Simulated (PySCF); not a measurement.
## PBE0 on Mg⁺ (magnesium, charge +1)

Configuration: [Ne] 3s1, 2S determinant. Computed with PySCF 2.14 in x2c-TZVPall (5s4p3d, 32 functions), with the spin-free X2C one-electron Hamiltonian (Gaussian nucleus).

| Property | Result |
| --- | --- |
| Total energy | -199.9927 hartree |
| One-electron energy | -275.9772 hartree |
| Hartree (Coulomb) energy | 92.1823 hartree |
| Exchange-correlation energy | -16.1978 hartree |
| ⟨S²⟩ | 0.7500 |
| ⟨L²⟩ | 0.000 |
| Sum of ⟨r⟩ | 8.573 bohr |
| Sum of ⟨r²⟩ | 13.82 bohr² |
| Langevin diamagnetic susceptibility | -10.9 ×10⁻⁶ cm³/mol |
| Time after the integrals | 0.13 s of wall time on 1 thread of Neoverse-V2 (shared host) |

```tsv
shell	electrons	mean orbital energy (hartree)	rms radius, mean of both spins (bohr)
1s α	1	-47.34544	0.151
1s β	1	-47.34185	0.151
2s α	1	-3.49341	0.760
2s β	1	-3.48496	0.760
2p α	3	-2.20148	0.776
2p β	3	-2.19568	0.776
3s α	1	-0.46822	3.00
```
